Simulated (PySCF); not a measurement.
Distorted geometries of [Hg(H2S)2]2+

[Hg(H2S)2]2+ (singlet). PySCF 2.14.0, RKS PBE, Hg def2-SVP with ECP60, S def2-SVP, H def2-SVP; non-relativistic Hamiltonian with scalar-relativistic core potentials where named; density fitting; no spin-orbit coupling. Relaxed geometry:

```xyz
7

Hg   -0.0114    0.0000    0.0000
S     0.0187   -0.1564    2.4976
H     0.8351    0.9313    2.7310
H    -1.1413    0.5533    2.7317
S     0.0187    0.1564   -2.4976
H     0.8351   -0.9313   -2.7310
H    -1.1413   -0.5533   -2.7317
```

Question: Order these distorted geometries by energy above the relaxed one, lowest first.
A.
```xyz
7

Hg   -0.0349   -0.0212    0.0256
S     0.0375   -0.1451    2.4878
H     0.8251    0.8934    2.7432
H    -1.1093    0.5502    2.7149
S     0.0300    0.1736   -2.4777
H     0.8558   -0.8956   -2.7184
H    -1.1905   -0.5553   -2.7753
```
B.
```xyz
7

Hg    0.1633    0.0308    0.1918
S    -0.0848    0.0257    2.4848
H     0.6702    0.8130    2.6540
H    -1.1921    0.5471    2.5994
S     0.0322    0.2943   -2.4667
H     0.8337   -1.1094   -2.8137
H    -1.0089   -0.6016   -2.6497
```
C.
```xyz
7

Hg    0.1422   -0.3412   -0.0468
S     0.1066   -0.2312    2.5663
H     0.8768    0.9382    2.8170
H    -0.9404    0.5175    2.7147
S    -0.1574    0.3736   -2.4037
H     0.5291   -0.8730   -2.6579
H    -1.1432   -0.3840   -2.9895
```

Answer: A (0.10 eV), C (0.73 eV), B (2.86 eV).

Question: Which forces (eV/Å) act in the one that lies 0.10 eV up?

Answer: 
```
Hg   0.09  0.09 -0.35
S   -0.50 -1.36 -0.02
H    0.82  1.07  0.16
H   -0.38  0.22  0.12
S   -1.27 -0.48 -0.16
H    0.07 -0.18 -0.03
H    1.18  0.64  0.29
```
Forces carry noise of the integration grid, about 0.01 to 0.03 eV/Å.

A frequency check found unstable modes (1, the lowest at -36 cm⁻¹), so the relaxed geometry is a saddle point, or these are noise.
